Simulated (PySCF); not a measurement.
Input for PySCF: R-B3LYP/3-21G on C2H6FIn (SMILES C[CH2][InH][F]), a point of a torsion scan.

```python
from pyscf import gto, scf, dft, mp
from pyscf.data.elements import chemcore

mol = gto.M(
    atom='''
    C    -1.09299723    0.20463964   -0.70322160
    C    -0.58893004   -0.22934350    0.65748930
    In    1.63735109   -0.59048193    0.50784553
    F     2.42397668    0.58669698   -0.87085731
    H    -1.03430116   -0.61393680   -1.42216518
    H    -2.13073416    0.53413975   -0.64057802
    H    -0.49504677    1.03681739   -1.08276872
    H    -0.71406329    0.55330711    1.40486981
    H    -1.05477647   -1.14818076    1.00753467
    H     2.93863589   -1.52082389    1.20710469
    ''',
    basis='3-21g',
    charge=0, spin=0, verbose=3, max_memory=1800)
mf = dft.RKS(mol, xc='b3lyp')
mf.conv_tol = 1e-8
mf.max_cycle = 100
mf.kernel()
if not mf.converged:
    mf = mf.newton().run(mf.mo_coeff, mf.mo_occ)
```

Output:

```
converged SCF energy = -5895.9487384453
```

The calculation finished and met its thresholds.

Cost: very roughly 15 core-seconds.
